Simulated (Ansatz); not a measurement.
Reaction (ligand exchange at the Sn–F bond): `C[O][Sn]([OH])([F])[Cl]` + HCl → `C[O][Sn]([OH])([Cl])[Cl]` + H–F

Gas-phase electronic energies from Ansatz, PBE0-D4/def2-TZVP geometries. CBS: MP2 limit from def2 TZ/QZ plus the TZ coupled-cluster correction, frozen cores. This one scheme is used for every species. Functionals use def2-TZVPP. B3LYP here is the variant with VWN-RPA as its local correlation; programs differ in this. def2 core potentials past Kr. For Sn outer-core shells are correlated without core-valence functions, which leaves a few kJ/mol of doubt a bond. Each species was taken in one conformer, which may not be the lowest.

| level | ΔE (kJ/mol) | difference from CCSD(T)/CBS |
| --- | --- | --- |
| PBE-D4 | -36.2 | 4.3 |
| r2SCAN-D4 | -33.9 | 6.6 |
| PBE0-D4 | -42.5 | -2.0 |
| B3LYP-D4 | -36.2 | 4.3 |
| ωB97X-V | -32.7 | 7.8 |
| ωB97M-V | -36.3 | 4.2 |
| B2PLYP | -33.4 | 7.1 |
| PBE | -32.2 | 8.3 |
| r2SCAN | -32.8 | 7.7 |
| PBE0 | -38.9 | 1.6 |
| B3LYP | -29.8 | 10.7 |
| HF/def2-TZVPP | -35.5 | 5.0 |
| MP2/def2-TZVPP | -44.4 | -3.9 |
| SCS-MP2/def2-TZVPP | -37.8 | 2.7 |
| CCSD/def2-TZVPP | -37.3 | 3.2 |
| CCSD(T)/def2-TZVPP | -37.9 | 2.6 |
| HF/def2-QZVPP | -33.0 | 7.5 |
| MP2/def2-QZVPP | -45.1 | -4.6 |
| SCS-MP2/def2-QZVPP | -38.5 | 2.0 |
| HF/CBS(def2) | -32.7 | 7.8 |
| MP2/CBS(def2) | -47.1 | -6.6 |
| CCSD/CBS(def2) | -39.9 | 0.6 |
| CCSD(T)/CBS | -40.5 | 0 |

Largest T1 diagnostic among the species: 0.014.

From PBE to PBE0 (25 % exact exchange), in def2-TZVPP and without D4, ΔE moves by −6.7 kJ/mol. The D4 term adds −6.4 kJ/mol with B3LYP and −3.6 kJ/mol with PBE0; it sums over pairs of atoms, weighted by their polarisabilities, and B3LYP, whose exchange is more repulsive, gets the larger term.

CCSD(T)/CBS has its own doubt, a few kJ/mol and more with outer-core shells, so smaller differences from it don't rank the levels.
